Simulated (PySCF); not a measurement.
K(I) anion (IK), SMILES [K][I] (connectivity only; charge and spin as stated), charge -1, multiplicity 2. Atoms are numbered in the order given.

```xyz
2

K      0.0000     0.0000    -2.4390
I      0.0000     0.0000     0.8744
```
Charge -1, spin multiplicity 2.

The structure is a stationary point at B3LYP-D3(BJ)/def2-TZVPD. The multiplicity is an assumed one; other spin states were not compared. The def2 effective core potentials stand for the cores of I; spin–orbit coupling is left out.

Method: PBE/def2-TZVPD run with PySCF.

The molecule is in vacuum. A positive occupied level means that this level leaves the electron formally unbound; only the finite basis holds it.

Computed frontier levels, dipole moment and polarisability:
The α spin, highest occupied and lowest empty level comes out as 0.66 and 1.68 eV, the β spin, highest occupied and lowest empty level is -1.43 and 1.50 eV and the dipole moment about the centre of nuclear charge is 5.93 D. The mean static polarisability comes out as 599.6 bohr³ (88.86 Å³). The polarisability, principal values is 464.0, 667.5, 667.5 bohr³. The ⟨S²⟩ comes out as 0.750 (pure state 0.75).
